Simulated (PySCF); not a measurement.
## Which functional comes closest?

Molecule: SMILES FB(F)F, BF3.

Molfile (atoms numbered from 1):
```
BF3
     RDKit          3D

  4  3  0  0  0  0  0  0  0  0999 V2000
    1.1776   -0.6392    0.0713 F   0  0  0  0  0  0  0  0  0  0  0  0
    0.0262   -0.0202   -0.0191 B   0  0  0  0  0  0  0  0  0  0  0  0
   -1.0850   -0.7112   -0.0929 F   0  0  0  0  0  0  0  0  0  0  0  0
   -0.0150    1.2896   -0.0354 F   0  0  0  0  0  0  0  0  0  0  0  0
  1  2  1  0
  2  3  1  0
  2  4  1  0
M  END
```

Geometry PBE0-D3(BJ)/def2-SVP throughout; GIAO in PySCF 2.14.0 with density-fitted response routines, gas phase, one conformer, non-relativistic; equivalent atoms averaged; basis pcSseg-2.

Reference values (measured; Macháček, Bühl, Fanfrlík, Hnyk, 11B NMR of BX3 and BX4-, J. Phys. Chem. A (author manuscript)): δ(B2) = 10.0 ppm vs BF3.OEt2. Computed shifts are taken against BF3·OEt2, calculated as an isolated molecule at each level.

Problem. How do the functionals HF, LDA, PBE, BLYP, BP86, OPBE, KT2, KT3, B97-D, B3LYP, PBE0, mPW1PW91, WP04, B97-2, BHandHLYP, CAM-B3LYP, wB97X-D, LC-wPBE perform against the reference? Times are CPU seconds on shared hosts with different chips, so compare them loosely.

Solution. 
```tsv
functional	kind	B2	abs. error B	core-s
HF	Hartree–Fock	10.4	0.4	1.9
LDA	LDA	9.5	0.5	5.7
PBE	GGA	9.3	0.7	6.3
BLYP	GGA	9.1	0.9	7.2
BP86	GGA	9.2	0.8	6.6
OPBE	GGA	8.9	1.1	6.6
KT2	GGA	8.9	1.1	6.4
KT3	GGA	8.7	1.3	6.7
B97-D	GGA	8.6	1.4	6.5
B3LYP	global hybrid	9.8	0.2	4.1
PBE0	global hybrid	10.0	0.0	6.7
mPW1PW91	global hybrid	10.0	0.0	7.9
WP04	global hybrid	9.4	0.6	3.5
B97-2	global hybrid	9.5	0.5	3.5
BHandHLYP	global hybrid	10.4	0.4	3.4
CAM-B3LYP	range-separated hybrid	10.3	0.3	4.3
wB97X-D	range-separated hybrid	9.9	0.1	4.1
LC-wPBE	range-separated hybrid	10.8	0.8	5.4
```

For ¹¹B the closest is PBE0 (0.0 ppm, with mPW1PW91, wB97X-D, B3LYP practically level) and the furthest B97-D (1.4 ppm). One molecule is a small sample, and vibrational and solvent effects are absent from the calculation.
